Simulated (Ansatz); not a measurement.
Reaction (formal exchange of groups at a B–C bond): `BC(C)C` + `[OH][GeH3]` → `[BH2][GeH2][OH]` + propane

Calculated with Ansatz (gas phase, PBE0-D4/def2-TZVP geometries, no zero-point term in ΔE). CCSD(T)/CBS is the MP2 limit (def2-TZVPP, def2-QZVPP) plus CCSD(T) − MP2 in def2-TZVPP, frozen cores. For Ge outer-core shells are correlated without core-valence functions, which leaves a few kJ/mol of doubt a bond. Scalar relativity is left out up to krypton. One conformer a species, not always the lowest.

| species | MP2/def2-QZVPP energy (Eh) |
| --- | --- |
| `BC(C)C` | -144.24197 |
| `[OH][GeH3]` | -2153.44856 |
| `[BH2][GeH2][OH]` | -2178.79484 |
| `CCC` | -118.89260 |

(1) Work out ΔE.

Largest T1 diagnostic among the species: 0.012.

Results:

(1) ΔE = (-2178.79484) + (-118.89260) − (-144.24197) − (-2153.44856) = 0.00309 Eh = +8.1 kJ/mol. CCSD(T)/CBS gives +2.8 kJ/mol.

Leaving LDA and LC-ωPBE aside and taking each functional with its dispersion term where it has one, the values, not all of them listed here, spread over 5.1 kJ/mol, from BLYP-D4 to ωB97M-V. LDA lies +10.8 kJ/mol from PBE without D4. From BLYP to BHLYP (50 % exact exchange), in def2-TZVPP and without D4, ΔE moves by +3.4 kJ/mol.
